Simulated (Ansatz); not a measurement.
Start from `C[N](C)[Zr]([NH2])([F])[Cl]` and change one atom or group to get `C[N](C)[Zr]([NH2])([F])[O][SiH3]`.

Ansatz, PBE0-D4/def2-TZVP geometries, multiplicity 1. Each molecule was computed in one conformer, which needn't be the lowest.

Elements past krypton have def2 core potentials.

```csv
property,`C[N](C)[Zr]([NH2])([F])[Cl]`
LUMO energy (PBE/def2-TZVPP) / eV,-1.62
HOMO–LUMO gap (B3LYP/def2-TZVPP) / eV,5.55
HOMO energy (B3LYP/def2-TZVPP) / eV,-6.55
size of the dipole moment (ωB97M-V/def2-TZVPP) / D,3.15
size of the dipole moment (PBE/def2-TZVPP) / D,3.22
HOMO energy (PBE/def2-TZVPP) / eV,-5.50
```

Question: What does the change do to each property? (Estimate.)

Answer: Computed: 
```
                                          property  `C[N](C)[Zr]([NH2])([F])[O][SiH3]`  shift
                 LUMO energy (PBE/def2-TZVPP) / eV                               -1.10   0.52
             HOMO–LUMO gap (B3LYP/def2-TZVPP) / eV                                5.68   0.13
               HOMO energy (B3LYP/def2-TZVPP) / eV                               -6.26   0.29
size of the dipole moment (ωB97M-V/def2-TZVPP) / D                                2.18  -0.97
    size of the dipole moment (PBE/def2-TZVPP) / D                                2.24  -0.98
                 HOMO energy (PBE/def2-TZVPP) / eV                               -5.20   0.30
```

With PBE0 the HOMO rises by 0.30 eV and the LUMO rises by 0.43 eV, so the gap widens by about 0.13 eV. PBE moves the HOMO by 0.30 eV and ωB97M-V by 0.27 eV. Dipoles are sizes alone; their direction can turn.

B3LYP here is the variant with VWN-RPA as its local correlation; programs differ in this.
